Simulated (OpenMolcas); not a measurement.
## Te3+: the spin-orbit constant, worked from levels

| Property | Result |
| --- | --- |
| Program | OpenMolcas 26.06 |
| Basis | ANO-R2 [7s6p4d2f1g] |
| Scalar Hamiltonian | X2C, finite nucleus |
| Active space | 3 electrons in 8 orbitals (5s 5p 6s 6p) |
| State averaging | 2S+1 = 4 odd, 1 root; 2S+1 = 2 odd, 11 roots; 2S+1 = 4 even, 3 roots; 2S+1 = 2 even, 9 roots |
| Spin-orbit coupling | state interaction with AMFI integrals over the reference wave functions, term energies averaged over their components |

Methods: CASSCF; MS-CASPT2, IPEA 0.25 Eh, imaginary shift 0.1 Eh (closed shells correlated: 4d). Measured levels: Moore, Atomic Energy Levels, vol. III, NSRDS-NBS 35 (1971 reprint of NBS Circular 467, 1958).

**The spin-orbit constant.** For the Hund term 2P* of p1, E(J) = (A/2) J(J+1) + constant and ζ = 2S·A = A. From J = 1/2 to J = 3/2 the energy changes by 1.5 A.

```csv
Source,E(3/2) - E(1/2),A,ζ
CASSCF,7770.5,5180.3,5180
MS-CASPT2,7871.5,5247.7,5248
measured,9223.0,6148.7,6149
```

All in cm-1. MS-CASPT2 is off by -14.7 % and CASSCF by -15.7 %. Both methods take the spin-orbit matrix elements from the reference wave functions, so the second can move ζ only through the term energies and any multistate remixing.

Over all roots computed the reference weight is 0.85 to 0.94 in MS-CASPT2; the roots of lowest weight are the least certain, and an intruder state may touch them. Active for correlation alone: 6p 6s; no level in the range computed is led by a configuration that fills them, so any true level of that kind is missing. Measured partners are found by configuration, term and J. A level has none where our copy of the source lacks it or the pairing is in doubt (some pairs that miss far off the trend of their configuration count as doubtful), and it then counts in no deviation. Only configurations of the active space appear.

* marks odd parity.
